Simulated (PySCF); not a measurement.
PySCF input (CCSD(T)/cc-pVDZ):

```python
from pyscf import gto, scf, mp, cc as ccmod

mol = gto.M(
    atom='''
    Al   -0.00000000   -0.00000000   -0.12227900
    H     0.00000000    0.00000000    1.58962694
    ''',
    basis='cc-pvdz',
    charge=-1,
    spin=1,
    symmetry='C2v',
    verbose=4,
)

mf = scf.UHF(mol)
mf.conv_tol = 1e-10
mf.max_cycle = 100
mf.kernel()
mp2 = mp.MP2(mf, frozen=5).run()
cc = ccmod.CCSD(mf, frozen=5)
cc.max_cycle = 100
cc.kernel()
et = cc.ccsd_t()
print(f'E(CCSD(T)) = {cc.e_tot + et:.9f}')
```

End of the output:

```
Extra cycle  E= -242.435106658497  delta_E= -2.84e-13  |g|= 1.32e-07  |ddm|= 8.94e-07
converged SCF energy = -242.435106658497  <S^2> = 0.77036116  2S+1 = 2.0202586

******** <class 'pyscf.mp.ump2.UMP2'> ********
nocc = (np.int64(3), np.int64(2)), nmo = (18, 18)
frozen orbitals 5
E(UMP2) = -242.491868811843  E_corr = -0.0567621533453065
E(SCS-UMP2) = -242.497931193976  E_corr = -0.0628245354785819
E_corr(same-spin) = -0.00610390215667603
E_corr(oppo-spin) = -0.0506582511886305

******** <class 'pyscf.cc.uccsd.UCCSD'> ********
CC2 = 0
CCSD nocc = (np.int64(3), np.int64(2)), nmo = (18, 18)
frozen orbitals 5
max_cycle = 100
direct = 0
conv_tol = 1e-07
conv_tol_normt = 1e-06
diis_space = 6
diis_start_cycle = 0
diis_start_energy_diff = 1e+09
Init t2, MP2 energy = -0.0567621529744727
Init E_corr(UCCSD) = -0.0567621529745016
cycle = 1  E_corr(UCCSD) = -0.0713088335791559  dE = -0.0145466806  norm(t1,t2) = 0.0670259
cycle = 2  E_corr(UCCSD) = -0.0758693618979051  dE = -0.00456052832  norm(t1,t2) = 0.0308647
cycle = 3  E_corr(UCCSD) = -0.0792756180014896  dE = -0.0034062561  norm(t1,t2) = 0.0166185
cycle = 4  E_corr(UCCSD) = -0.0791629016411484  dE = 0.00011271636  norm(t1,t2) = 0.00376031
cycle = 5  E_corr(UCCSD) = -0.0792113127229892  dE = -4.84110818e-05  norm(t1,t2) = 0.000893418
cycle = 6  E_corr(UCCSD) = -0.0791933295287613  dE = 1.79831942e-05  norm(t1,t2) = 0.000280157
cycle = 7  E_corr(UCCSD) = -0.0791948485258501  dE = -1.51899709e-06  norm(t1,t2) = 0.00010199
cycle = 8  E_corr(UCCSD) = -0.079196142328595  dE = -1.29380274e-06  norm(t1,t2) = 2.94279e-05
cycle = 9  E_corr(UCCSD) = -0.0791964058559771  dE = -2.63527382e-07  norm(t1,t2) = 1.2724e-05
cycle = 10  E_corr(UCCSD) = -0.0791960859731384  dE = 3.19882839e-07  norm(t1,t2) = 5.00505e-06
cycle = 11  E_corr(UCCSD) = -0.0791960823207927  dE = 3.65234572e-09  norm(t1,t2) = 1.5708e-06
cycle = 12  E_corr(UCCSD) = -0.0791961050674551  dE = -2.27466624e-08  norm(t1,t2) = 3.77967e-07
UCCSD converged
E(UCCSD) = -242.5143027635647  E_corr = -0.0791961050674551
UCCSD(T) correction = -0.00156450619222102
E(CCSD(T)) = -242.515867270
```
